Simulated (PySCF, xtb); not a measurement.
Si(F)(Me)(Et)(OH) (C3H9FOSi), SMILES CC[Si](C)(O)F. One conformer was computed; it need not be the lowest.

Harmonic wavenumbers (cm⁻¹) from GFN2-xTB (xtb) at its own minimum, in rising order: 40, 69, 129, 147, 173, 193, 236, 261, 276, 334, 634, 719, 753, 760, 804, 843, 854, 927, 987, 1027, 1080, 1243, 1302, 1378, 1418, 1476, 1476, 1483, 1511, 1512, 2960, 2986, 3019, 3035, 3042, 3049, 3051, 3057, 3659.

**Question.** What does PBE-D3(BJ)/def2-SVP run with PySCF 2.14.0 give at its own minimum? (An estimate is asked for; the answer gives what the named calculation found.)

**Answer.** 58, 115, 131, 165, 205, 230, 255, 301, 315, 351, 601, 650, 718, 737, 753, 827, 858, 903, 945, 955, 1023, 1205, 1218, 1226, 1343, 1374, 1379, 1382, 1427, 1429, 2963, 2968, 2984, 3013, 3049, 3060, 3084, 3088, 3768. Paired by order, the mean absolute difference is 46 cm⁻¹ and the zero-point energies are 74.2 and 73.0 kcal/mol.
